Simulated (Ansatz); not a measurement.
CH2I (SMILES [CH2]I), charge 0, multiplicity 2, relaxed at each level with Ansatz (an electronic-structure program); harmonic frequencies from differences of analytic forces, average atomic masses, frozen cores. Open shells are unrestricted. Elements past Kr take the def2 small-core potentials, without spin–orbit coupling. Negative entries are imaginary modes: that level's stationary point is a saddle.

Question: Give the equilibrium geometry, the harmonic frequencies and the zero-point energy at HF/def2-TZVPP.

Answer: 
(charge 0, multiplicity 2):
```tsv
atom	x (Å)	y (Å)	z (Å)
C	-1.7636	0.0195	0.0095
I	0.2930	-0.0032	-0.0016
H	-2.2629	0.9640	-0.0008
H	-2.2836	-0.9136	0.0252
```
Frequencies (cm⁻¹): -182, 633, 904, 1465, 3300, 3453. Zero-point energy 13.95 kcal/mol.

Question: Give the equilibrium geometry, the harmonic frequencies and the zero-point energy at CCSD(T)/def2-TZVPP.

Answer: 
(charge 0, multiplicity 2):
| atom | x (Å) | y (Å) | z (Å) |
|---|---|---|---|
| C | -1.7584 | 0.0195 | 0.0095 |
| I | 0.2863 | -0.0032 | -0.0015 |
| H | -2.2621 | 0.9713 | -0.0009 |
| H | -2.2829 | -0.9209 | 0.0253 |
Frequencies (cm⁻¹): 165, 629, 856, 1382, 3182, 3330. Zero-point energy 13.64 kcal/mol.
